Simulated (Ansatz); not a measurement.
Mulliken charges of `C=[C]1[AlH][CH]1F` from B3LYP/def2-TZVPP in Ansatz (PBE0-D4/def2-TZVP geometry).

| atom | x (Å) | y (Å) | z (Å) | charge (e) |
| --- | --- | --- | --- | --- |
| C1 | 0.616 | 0.857 | 1.130 | -0.296 |
| C2 | 0.419 | -0.182 | 0.315 | -0.097 |
| Al3 | -1.073 | -1.268 | -0.079 | 0.336 |
| C4 | 0.165 | -0.187 | -1.153 | 0.047 |
| F5 | 0.056 | 1.016 | -1.818 | -0.248 |
| H6 | 0.585 | 0.740 | 2.208 | 0.119 |
| H7 | 0.828 | 1.856 | 0.752 | 0.116 |
| H8 | -2.382 | -2.052 | 0.315 | -0.061 |
| H9 | 0.875 | -0.826 | -1.689 | 0.085 |

Question: By hand: the dipole of these point charges (1 e Å = 4.8032 D).

Answer: Σ q r = (-0.204, -0.565, 0.192) e Å, of length 0.631 e Å = 3.03 D.

Question: How does the dipole of the full density compare? (Estimate.)

Answer: Ansatz gave: (-0.243, -0.427, 0.190) e Å, 2.53 D; the point charges give 1.20 times that, at 10° from its direction.

Point charges leave out the atoms' own dipoles, such as those of lone pairs, and Mulliken's split depends on the basis, so the two needn't agree.

B3LYP here is the variant with VWN-RPA as its local correlation; programs differ in this.
